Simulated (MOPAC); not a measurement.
MOPAC input (MNDO):

```
MNDO PRECISE GNORM=0.05 LET XYZ CHARGE=-1 GEO-OK AUX(PRECISION=9) THREADS=1
H3OSi

O     1.13736079 1   -0.02253897 1   -0.15269099 1
Si   -0.41275669 1    0.00817956 1    0.05541270 1
H    -1.11644648 1    1.35398731 1   -0.12016426 1
H    -0.94388921 1   -0.41235085 1    1.42590805 1
H    -1.25995700 1   -0.87583855 1   -0.85999361 1
```

Output:

```
 *******************************************************************************
 **                                                                           **
 **                              MOPAC v23.2.5                                **
 **                                                                           **
 *******************************************************************************
 ** MOPAC's Digital Object Identifier: https://doi.org/10.5281/zenodo.6511958 **
 **                                                                           **
 ** Please cite the open-source release paper for use of this MOPAC version:  **
 ** J. E. Moussa and J. J. P. Stewart (2026)                                  **
 ** MOPAC: An open-source semiempirical molecular orbital program             **
 ** J. Open Source Softw., 11(119), 8025, https://doi.org/10.21105/joss.08025 **
 *******************************************************************************

                              MNDO CALCULATION RESULTS

 *******************************************************************************
 *  MNDO       - The MNDO Hamiltonian to be used
 *  GEO-OK     - OVERRIDE INTERATOMIC DISTANCE AND OTHER SAFETY CHECKS
 *
 *
 *
 *                 CHARGE ON SYSTEM = -1
 *
 *
 *
 *  LET        - OVERRIDE SOME SAFETY CHECKS
 *  PRECISE    - TIGHTER CRITERIA TO BE USED
 *  XYZ        - CARTESIAN COORDINATE SYSTEM TO BE USED
 *  GNORM      - EXIT WHEN GRADIENT NORM DROPS BELOW 0.050
 *  AUX        - OUTPUT AUXILIARY INFORMATION
 *******************************************************************************
MNDO PRECISE GNORM=0.05 LET XYZ CHARGE=-1 GEO-OK AUX(PRECISION=9) THREADS=1
 H3OSi

   ATOM   CHEMICAL          X               Y               Z
  NUMBER   SYMBOL      (ANGSTROMS)     (ANGSTROMS)     (ANGSTROMS)

     1       O          1.13736079  *  -0.02253897  *  -0.15269099  *
     2      Si         -0.41275669  *   0.00817956  *   0.05541270  *
     3       H         -1.11644648  *   1.35398731  *  -0.12016426  *
     4       H         -0.94388921  *  -0.41235085  *   1.42590805  *
     5       H         -1.25995700  *  -0.87583855  *  -0.85999361  *

          CARTESIAN COORDINATES

    NO.       ATOM           X           Y           Z

     1         O          1.1374     -0.0225     -0.1527
     2        Si         -0.4128      0.0082      0.0554
     3         H         -1.1164      1.3540     -0.1202
     4         H         -0.9439     -0.4124      1.4259
     5         H         -1.2600     -0.8758     -0.8600

  H: (MNDO): M.J.S. DEWAR, W. THIEL, J. AM. CHEM. SOC., 99, 4899, (1977)
  O: (MNDO): M.J.S. DEWAR, W. THIEL, J. AM. CHEM. SOC., 99, 4899, (1977)
 Si: (MNDO): M.J.S.DEWAR, ET. AL. ORGANOMETALLICS  5, 375 (1986)

           Empirical Formula: H3 O Si  =     5 atoms

      MOLECULAR POINT GROUP   :   C3v

      RHF CALCULATION, NO. OF DOUBLY OCCUPIED LEVELS = 7

          Geometry optimization using EF

          DIAGONAL MATRIX USED AS START HESSIAN

 CYCLE:     1  GRAD.:    72.189 HEAT: -47.70757
 CYCLE:     2  GRAD.:    78.345 HEAT: -52.33393
 CYCLE:     3  GRAD.:   310.674 HEAT: -14.24884
 CYCLE:     4  GRAD.:    59.345 HEAT: -52.77232
 CYCLE:     5  GRAD.:    67.596 HEAT: -52.80961
 CYCLE:     6  GRAD.:     5.274 HEAT: -53.71636
 CYCLE:     7  GRAD.:     0.492 HEAT: -53.72324
 CYCLE:     8  GRAD.:     0.271 HEAT: -53.72338
 CYCLE:     9  GRAD.:     0.027 HEAT: -53.72340

     GRADIENT =  0.02735 IS LESS THAN CUTOFF =  0.05000

 -------------------------------------------------------------------------------
 MNDO PRECISE GNORM=0.05 LET XYZ CHARGE=-1 GEO-OK AUX(PRECISION=9) THREADS=1
 H3OSi

     GEOMETRY OPTIMISED USING EIGENVECTOR FOLLOWING (EF).
     SCF FIELD WAS ACHIEVED

                              MNDO CALCULATION
                                                       MOPAC v23.2.5 Linux

          FINAL HEAT OF FORMATION =        -53.72340 KCAL/MOL =    -224.77871 KJ/MOL

          COSMO AREA              =         84.27 SQUARE ANGSTROMS
          COSMO VOLUME            =         70.12 CUBIC ANGSTROMS

          GRADIENT NORM           =          0.02735          =       0.01223 PER ATOM
          IONIZATION POTENTIAL    =          3.184836 EV
          HOMO LUMO ENERGIES (EV) =         -3.185  8.872
          NO. OF FILLED LEVELS    =          7
          MOLECULAR WEIGHT        =         47.1086         POINT GROUP:  C3v

          MOLECULAR DIMENSIONS (Angstroms)

            Atom       Atom       Distance
            H     4    O     1     2.50749
            H     3    H     5     2.24860
            O     1    H     3     1.66603

          SCF CALCULATIONS        =         10

   ATOM   CHEMICAL          X               Y               Z
  NUMBER   SYMBOL      (ANGSTROMS)     (ANGSTROMS)     (ANGSTROMS)

     1       O          1.09875303  *  -0.02177388  *  -0.14750788  *
     2      Si         -0.42894164  *   0.00850029  *   0.05758553  *
     3       H         -1.03626125  *   1.29291008  *  -0.11886736  *
     4       H         -0.87141132  *  -0.39453385  *   1.35814899  *
     5       H         -1.17336182  *  -0.83731966  *  -0.82565191  *

                             CARTESIAN COORDINATES

   1    O        1.098753028    -0.021773881    -0.147507884
   2   Si       -0.428941639     0.008500290     0.057585525
   3    H       -1.036261251     1.292910078    -0.118867358
   4    H       -0.871411323    -0.394533846     1.358148986
   5    H       -1.173361818    -0.837319664    -0.825651910

           Empirical Formula: H3 O Si  =     5 atoms

      MOLECULAR POINT GROUP   :   C3v

                  EIGENVALUES
 -29.12027 -12.46101  -6.22256  -6.22256  -5.39149  -3.18484  -3.18484   8.87161
   8.99089   8.99089  12.32343

              NET ATOMIC CHARGES AND DIPOLE CONTRIBUTIONS

  ATOM NO.   TYPE          CHARGE      No. of ELECS.   s-Pop       p-Pop
    1          O          -1.007699        7.0077     1.89917     5.10853
    2         Si           1.472186        2.5278     0.96518     1.56263
    3          H          -0.488162        1.4882     1.48816
    4          H          -0.488162        1.4882     1.48816
    5          H          -0.488162        1.4882     1.48816
 DIPOLE           X         Y         Z       TOTAL
 POINT-CHG.    -0.880     0.017     0.118     0.888
 HYBRID        -0.470     0.009     0.063     0.474
 SUM           -1.350     0.027     0.181     1.362

          ATOMIC ORBITAL ELECTRON POPULATIONS

     Atom    s        px        py        pz
    1  O   1.89917   1.44613   1.83462   1.82777
    2 Si   0.96518   0.60648   0.47693   0.47922
    3  H   1.48816
    4  H   1.48816
    5  H   1.48816

 **********************
 *                    *
 * JOB ENDED NORMALLY *
 *                    *
 **********************

 == MOPAC DONE ==
```

The dipole moment of an ion depends on the origin.
